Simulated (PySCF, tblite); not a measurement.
Species: C₆H₁₁NS₂Si.
Z-matrix (Å and degrees, GFN2-xTB geometry), rows numbered from 1:
```
C 
N   1  1.4422
C   2  1.4509  1  113.47
C   3  1.4943  2  112.69  1   -69.77
C   4  1.3603  3  128.40  2    99.07
C   5  1.4142  4  113.27  3  -176.80
C   6  1.3554  5  112.50  4     0.45
S   7  1.7201  6  112.03  5    -0.26
Si  2  1.7152  1  118.96  3  -158.67
S   9  2.1474  2  108.84  1  -174.36
H   1  1.0864  2  109.39  3  -175.61
H   1  1.0928  2  109.80  3   -56.21
H   1  1.0952  2  111.87  3    64.20
H   3  1.0927  2  107.97  1   168.30
H   3  1.0965  2  108.50  1    50.82
H   5  1.0759  4  123.20  3     3.79
H   6  1.0753  5  123.74  4  -179.72
H   7  1.0717  6  128.71  5  -179.95
H   9  1.4655  2  116.25  1    66.35
H   9  1.4546  2  107.72  1   -60.86
H  10  1.3244  9   96.70  2   -81.40
```

Computed with PBE0/pcSseg-1 in PySCF (dipole) on a GFN2-xTB geometry, gas phase.

Masses are those of the commonest isotopes; rigid-rotor values at the optimised geometry. The values belong to one conformer with, in the numbering `[CH3:1][N:2]([CH2:3][c:4]1[cH:5][cH:6][cH:7][s:8]1)[SiH2:9][SH:10]`, C1–N2–C3–C4 -70°, N2–C3–C4–C5 99°, C1–N2–Si9–S10 -174°, N2–Si9–S10–H -81°.

**Question.** What are A, B and C (GHz)?

**Answer.** Ia = 352.24, Ib = 884.06, Ic = 1093.36 u·Å²; 505379 MHz·u·Å²/I gives 1435, 571.7 and 462.2 MHz, that is A = 1.4348, B = 0.5717, C = 0.4622 GHz.

**Question.** What kind of rotor is it?

**Answer.** An asymmetric top: κ = (2 × 571.7 − 1435 − 462.2)/(1435 − 462.2) = -0.77.

**Question.** Is it planar, by Δ = Ic − Ia − Ib?

**Answer.** Not planar: Δ = Ic − Ia − Ib = -142.93 u·Å². For a rigid frame Δ = −2 Σ m c², so Σ m c² = 71.47 u·Å² lies off the ab plane: 16.20 from hydrogen and 55.27 from heavier atoms. The atom farthest from that plane is 2.02 Å away.

**Question.** Give the coordinates in the principal-axis frame, origin at the centre of mass.

**Answer.** The sense of each axis is arbitrary; atoms in the order of the calculation.
| atom | mass (u) | a (Å) | b (Å) | c (Å) |
| --- | --- | --- | --- | --- |
| C1 | 12.000 | -0.467 | -2.557 | 0.423 |
| N2 | 14.003 | -0.945 | -1.315 | -0.134 |
| C3 | 12.000 | -0.071 | -0.765 | -1.153 |
| C4 | 12.000 | 1.219 | -0.259 | -0.595 |
| C5 | 12.000 | 2.431 | -0.876 | -0.574 |
| C6 | 12.000 | 3.426 | -0.132 | 0.102 |
| C7 | 12.000 | 2.953 | 1.038 | 0.595 |
| S8 | 31.972 | 1.285 | 1.261 | 0.239 |
| Si9 | 27.977 | -2.066 | -0.379 | 0.765 |
| S10 | 31.972 | -2.705 | 1.281 | -0.438 |
| H11 | 1.008 | -1.205 | -2.948 | 1.118 |
| H12 | 1.008 | -0.314 | -3.286 | -0.376 |
| H13 | 1.008 | 0.479 | -2.426 | 0.958 |
| H14 | 1.008 | -0.607 | 0.044 | -1.656 |
| H15 | 1.008 | 0.145 | -1.550 | -1.888 |
| H16 | 1.008 | 2.614 | -1.831 | -1.035 |
| H17 | 1.008 | 4.443 | -0.460 | 0.215 |
| H18 | 1.008 | 3.477 | 1.794 | 1.145 |
| H19 | 1.008 | -1.570 | 0.202 | 2.015 |
| H20 | 1.008 | -3.260 | -1.186 | 0.962 |
| H21 | 1.008 | -1.658 | 2.057 | -0.200 |

**Question.** Which types of transition are allowed, and where do some lines up to J = 5 fall?

**Answer.** The dipole components are |μa| = 2.31 D, |μb| = 1.47 D, |μc| = 0.68 D. Intensities carry the squares of the components, which stand as 1.00 : 0.40 : 0.09 (a : b : c). Some lines, for components of 0.1 D or more:

```json
{"type": "a", "branch": "Q", "J(Ka,Kc)": "2(1,1) ← 2(1,2)", "MHz": "328", "lower level (cm⁻¹)": "0.129"}
{"type": "b", "branch": "Q", "J(Ka,Kc)": "1(1,0) ← 1(0,1)", "MHz": "973", "lower level (cm⁻¹)": "0.034"}
{"type": "c", "branch": "R", "J(Ka,Kc)": "1(1,0) ← 0(0,0)", "MHz": "2006", "lower level (cm⁻¹)": "0.000"}
{"type": "a", "branch": "R", "J(Ka,Kc)": "2(1,1) ← 1(1,0)", "MHz": "2177", "lower level (cm⁻¹)": "0.067"}
{"type": "c", "branch": "Q", "J(Ka,Kc)": "4(2,3) ← 4(1,3)", "MHz": "2226", "lower level (cm⁻¹)": "0.393"}
{"type": "c", "branch": "Q", "J(Ka,Kc)": "3(2,2) ← 3(1,2)", "MHz": "2432", "lower level (cm⁻¹)": "0.248"}
{"type": "c", "branch": "Q", "J(Ka,Kc)": "2(2,1) ← 2(1,1)", "MHz": "2589", "lower level (cm⁻¹)": "0.140"}
{"type": "b", "branch": "R", "J(Ka,Kc)": "2(1,2) ← 1(0,1)", "MHz": "2821", "lower level (cm⁻¹)": "0.034"}
{"type": "a", "branch": "R", "J(Ka,Kc)": "3(0,3) ← 2(0,2)", "MHz": "3063", "lower level (cm⁻¹)": "0.103"}
{"type": "b", "branch": "Q", "J(Ka,Kc)": "4(2,3) ← 4(1,4)", "MHz": "3317", "lower level (cm⁻¹)": "0.356"}
{"type": "b", "branch": "R", "J(Ka,Kc)": "4(0,4) ← 3(1,3)", "MHz": "3410", "lower level (cm⁻¹)": "0.226"}
{"type": "b", "branch": "Q", "J(Ka,Kc)": "5(3,2) ← 5(2,3)", "MHz": "4369", "lower level (cm⁻¹)": "0.649"}
{"type": "b", "branch": "Q", "J(Ka,Kc)": "4(3,2) ← 4(2,3)", "MHz": "4621", "lower level (cm⁻¹)": "0.467"}
{"type": "a", "branch": "R", "J(Ka,Kc)": "5(1,5) ← 4(1,4)", "MHz": "4858", "lower level (cm⁻¹)": "0.356"}
{"type": "a", "branch": "R", "J(Ka,Kc)": "5(4,1) ← 4(4,0)", "MHz": "5191", "lower level (cm⁻¹)": "0.835"}
{"type": "a", "branch": "R", "J(Ka,Kc)": "5(3,3) ← 4(3,2)", "MHz": "5198", "lower level (cm⁻¹)": "0.621"}
{"type": "a", "branch": "R", "J(Ka,Kc)": "5(3,2) ← 4(3,1)", "MHz": "5209", "lower level (cm⁻¹)": "0.621"}
{"type": "c", "branch": "R", "J(Ka,Kc)": "4(1,3) ← 3(0,3)", "MHz": "5621", "lower level (cm⁻¹)": "0.205"}
{"type": "b", "branch": "R", "J(Ka,Kc)": "3(2,2) ← 2(1,1)", "MHz": "5691", "lower level (cm⁻¹)": "0.140"}
{"type": "c", "branch": "R", "J(Ka,Kc)": "3(2,2) ← 2(1,2)", "MHz": "6019", "lower level (cm⁻¹)": "0.129"}
{"type": "b", "branch": "Q", "J(Ka,Kc)": "5(4,1) ← 5(3,2)", "MHz": "6387", "lower level (cm⁻¹)": "0.795"}
{"type": "b", "branch": "Q", "J(Ka,Kc)": "4(4,0) ← 4(3,1)", "MHz": "6405", "lower level (cm⁻¹)": "0.621"}
{"type": "b", "branch": "Q", "J(Ka,Kc)": "4(4,1) ← 4(3,2)", "MHz": "6409", "lower level (cm⁻¹)": "0.621"}
{"type": "b", "branch": "R", "J(Ka,Kc)": "5(2,4) ← 4(1,3)", "MHz": "7374", "lower level (cm⁻¹)": "0.393"}
{"type": "b", "branch": "Q", "J(Ka,Kc)": "5(5,0) ← 5(4,1)", "MHz": "8240", "lower level (cm⁻¹)": "1.008"}
{"type": "b", "branch": "R", "J(Ka,Kc)": "5(2,3) ← 4(1,4)", "MHz": "8781", "lower level (cm⁻¹)": "0.356"}
{"type": "c", "branch": "R", "J(Ka,Kc)": "4(4,0) ← 3(3,0)", "MHz": "10562", "lower level (cm⁻¹)": "0.483"}
{"type": "b", "branch": "R", "J(Ka,Kc)": "5(5,1) ← 4(4,0)", "MHz": "13431", "lower level (cm⁻¹)": "0.835"}
```

Its GFN2-xTB frequencies are all real (lowest 25 cm⁻¹). No vibrational averaging or centrifugal distortion is included, and the geometry carries the error of its method. A rigid rotor knows nothing of internal rotation, which can split or shift real lines. Quadrupole hyperfine structure (14N) is left out.
